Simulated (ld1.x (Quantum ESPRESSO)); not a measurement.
## Mn, PAW: configuration errors across variants

```json
{
  "Element": "manganese (Mn)",
  "Generator": "ld1.x (Quantum ESPRESSO) 7.5",
  "Type": "PAW",
  "Functional": "PBE",
  "Relativity": "scalar-relativistic",
  "Frozen core": "[Ne]",
  "Valence charge": "15",
  "Reference configuration": "3s2 3p6 3d5 4s2 4p0",
  "Partial waves": "3s (bound): rcut 1.15, rcutus 1.35 bohr; 4s (bound): rcut 1.15, rcutus 1.35 bohr; 3p (bound): rcut 1.65, rcutus 2.05 bohr; 4p (bound, empty): rcut 1.65, rcutus 2.05 bohr; 3d (bound): rcut 1.10, rcutus 1.40 bohr; 3d channel at 1.9 Ry: rcut 1.10, rcutus 1.40 bohr",
  "Local potential": "all-electron potential smoothed inside 1.35 bohr (lloc = -1)",
  "Core correction": "Bessel-smoothed model core inside 1.15 bohr",
  "Augmentation charge": "PSQ, inside the norm-conserving radii"
}
```

All-electron excitation energies from the reference (eV): (1) 3s2 3p6 3d5 4s1 4p0 8.416; (2) 3s2 3p6 3d5 4s0 4p0 24.015; (3) 3s2 3p6 3d4 4s0 4p0 56.534; (4) 3s2 3p6 3d5 4s0 4p2 7.930; (5) 3s2 3p6 3d6 4s1 4p0 -0.358; (6) 3s2 3p6 3d5 4s1.5 4p0 3.361; (7) 3s2 3p6 3d4 4s2 4p1 7.801.

Errors AE − PS in meV (a dash: test not solved or not reliable):

| change | (1) | (2) | (3) | (4) | (5) | (6) | (7) | bound ghosts |
| --- | --- | --- | --- | --- | --- | --- | --- | --- |
| base | -0.9 | -2.8 | -6.2 | -0.5 | -2.8 | -0.3 | -2.5 | none |
| wave 3d channel at 1.9 Ry: rcut 1.10, rcutus 1.40 bohr becomes 3d channel at -0.37 Ry: rcut 1.10, rcutus 1.40 bohr | -1.1 | -3.6 | -6.7 | -0.9 | -4.1 | -0.4 | -4.4 | none |
| wave 3d channel at 1.9 Ry: rcut 1.10, rcutus 1.40 bohr becomes 3d channel at -0.29 Ry: rcut 1.10, rcutus 1.40 bohr | -1.1 | -3.5 | -7.3 | -0.9 | -4.3 | -0.4 | -4.5 | none |
| wave 3d channel at 1.9 Ry: rcut 1.10, rcutus 1.40 bohr becomes 3d channel at -0.13 Ry: rcut 1.10, rcutus 1.40 bohr | -1.1 | -3.4 | -7.0 | -0.8 | -4.0 | -0.4 | -3.7 | none |
| wave 3d channel at 1.9 Ry: rcut 1.10, rcutus 1.40 bohr becomes 3d channel at 0.3 Ry: rcut 1.10, rcutus 1.40 bohr | -0.9 | -2.8 | -6.3 | -0.6 | -3.2 | -0.4 | -2.7 | none |
| wave 3d channel at 1.9 Ry: rcut 1.10, rcutus 1.40 bohr becomes 3d channel at 0.53 Ry: rcut 1.10, rcutus 1.40 bohr | -0.9 | -2.8 | -6.4 | -0.5 | -3.2 | -0.4 | -2.8 | none |
| wave 3d channel at 1.9 Ry: rcut 1.10, rcutus 1.40 bohr becomes 3d channel at 2.73 Ry: rcut 1.10, rcutus 1.40 bohr | -0.9 | -2.8 | -6.7 | -0.5 | -3.2 | -0.3 | -2.9 | none |
| wave 3d channel at 1.9 Ry: rcut 1.10, rcutus 1.40 bohr becomes 3d channel at 4.71 Ry: rcut 1.10, rcutus 1.40 bohr | -0.9 | -2.8 | -5.9 | -0.5 | -2.8 | -0.3 | -2.2 | none |

Q: Give the same row for: wave 3d channel at 1.9 Ry: rcut 1.10, rcutus 1.40 bohr becomes 3d channel at 1.26 Ry: rcut 1.10, rcutus 1.40 bohr.

A: -0.9, -2.8, -6.6, -0.5, -3.2, -0.3, -3.0; bound ghosts: none.
